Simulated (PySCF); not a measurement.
Species: C2H6OS2Si.
SMILES with atom numbers: `[CH2:1]1[O:2][SiH2:3][S:4][CH2:5][S:6]1` (hydrogens: H7, H8 on C1; H9, H10 on Si3; H11, H12 on C5)

Theory: PySCF, PBE0-D3(BJ)/def2-SVP geometry optimisation, gas phase.

Q: Give the optimised bond lengths and angles.

A: 
| bond | length (Å) | order |
| --- | --- | --- |
| C1–O2 | 1.391 | single |
| O2–Si3 | 1.672 | single |
| Si3–S4 | 2.137 | single |
| S4–C5 | 1.842 | single |
| C5–S6 | 1.808 | single |
| C1–S6 | 1.821 | single |
| C1–H7, C1–H8 | 1.104 | single |
| Si3–H9 | 1.497 | single |
| Si3–H10 | 1.482 | single |
| C5–H11, C5–H12 | 1.101 | single |

Bonds in one row agree within 0.01 Å and their mean is given. Orders are formal, as drawn. A selection of angles:
| angle | degrees |
| --- | --- |
| O2–C1–S6 | 114.6 |
| O2–C1–H7 | 111.3 |
| O2–C1–H8 | 109.2 |
| S6–C1–H7 | 108.2 |
| S6–C1–H8 | 105.0 |
| H7–C1–H8 | 108.2 |
| C1–O2–Si3 | 121.0 |
| O2–Si3–S4 | 108.6 |
| O2–Si3–H9 | 107.5 |
| O2–Si3–H10 | 108.7 |
| S4–Si3–H9 | 110.2 |
| H9–Si3–H10 | 112.2 |
| Si3–S4–C5 | 94.9 |
| S4–C5–S6 | 116.0 |
| S4–C5–H11 | 110.0 |
| S4–C5–H12 | 105.9 |
| S6–C5–H11 | 110.4 |
| S6–C5–H12 | 106.5 |
| H11–C5–H12 | 107.7 |
| C1–S6–C5 | 98.5 |

Dihedral angles: S6–C1–O2–Si3 67° (synclinal); C1–O2–Si3–S4 -57° (synclinal); O2–Si3–S4–C5 47° (synclinal); Si3–S4–C5–S6 -63° (synclinal); S4–C5–S6–C1 70° (synclinal); O2–C1–S6–C5 -64° (synclinal). The mirror-image conformer, all signs reversed, is as good.

Si3 (oxygen-bound silicon) is tetrahedral (angles from 107.5° to 112.2°). The C–S distances run from 1.808 Å (C5–S6, drawn single) to 1.842 Å (S4–C5, drawn single), a spread of 0.034 Å. The 6-membered ring C1–O2–Si3–S4–C5–S6 has internal angles of 94.9° to 121.0° (sum 654°, against 720° for a flat polygon); it is puckered, 0.30 Å rms from its mean plane, widest ring torsion 70°.

Point group: C1 (no symmetry element, even within 0.4 Å). PBE0-D3(BJ)/def2-SVP frequencies: not computed here. One conformer, not necessarily the lowest.

The run took 92 s of wall time on one thread of an Arm Neoverse V1, no GPU (shared host), and the process peaked at 0.50 GiB of memory. That covers the optimisation of the geometry.
